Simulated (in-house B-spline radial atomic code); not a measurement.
Configurations of the sulfur ion S⁴⁺, with energies counted from [Ne] 3s2. Level of theory: Dirac-Hartree-Fock, average of configuration, Fermi nucleus of rms radius 3.2611 fm; calculated with an all-electron radial atomic-structure program (B-spline basis). Energies include first-order Breit, QED and recoil terms.

Occupations are held fixed; configurations that lie above the ionisation limit could autoionise.

```tsv
configuration	E - E(ref) (eV)	highest orbital	its <r> (bohr)
[Ne] 3s1 (5p1/2)1	53.611	5p1/2	5.774
[He] 2s2 (2p1/2)1 (2p3/2)4 3s2 (5f7/2)1	223.41	5f7/2	6.156
[He] 2s2 (2p1/2)1 (2p3/2)4 3s2 (6g7/2)1	227.77	6g7/2	8.782
[He] 2s2 (2p1/2)1 (2p3/2)4 3s2 (7g7/2)1	230.28	7g7/2	12.68
[He] 2s1 2p6 3s2 (4f7/2)1	280.51	4f7/2	3.49
[He] 2s1 2p6 3s2 (5f7/2)1	288.28	5f7/2	6.153
```

Task: Order these further configurations by energy, lowest first.
A. [He] 2s1 2p6 3s2 (3d3/2)1
B. [He] 2s2 (2p1/2)1 (2p3/2)4 3s2 (5d5/2)1
C. [He] 2s2 (2p1/2)2 (2p3/2)3 3s2 (4p1/2)1
D. [Ne] 3s1 (4p3/2)1
E. [Ne] 3s1 (7f5/2)1

Result: D (42.045 eV), E (63.803 eV), C (206.06 eV), B (222.26 eV), A (256.53 eV).

Task: How far above the reference does [He] 2s1 2p6 3s2 (6p1/2)1 lie?

Result: 290.42 eV; its least bound orbital is 6p1/2 with <r> = 8.574 bohr.
